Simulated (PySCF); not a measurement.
Vertical excitations of a molecule C3H9Al from TDA-PBE/def2-SVPD in PySCF, as energy in eV (oscillator strength): 5.20 (0.000), 5.20 (0.000), 5.75 (0.072), 5.75 (0.072), 7.02 (0.000), 7.06 (0.058), 7.06 (0.058), 7.12 (0.000), 7.71 (0.000), 7.71 (0.000). Lowest triplet (TDA): 4.90 eV. Geometry: B3LYP-D3(BJ)/def2-SVP. Other conformers were not sampled.

Problem. Which structure fits?
A. C[CH2][AlH][CH3]
B. [CH3][Al]([CH3])[CH3]
C. CC[CH2][AlH2]

Solution. B, [CH3][Al]([CH3])[CH3]
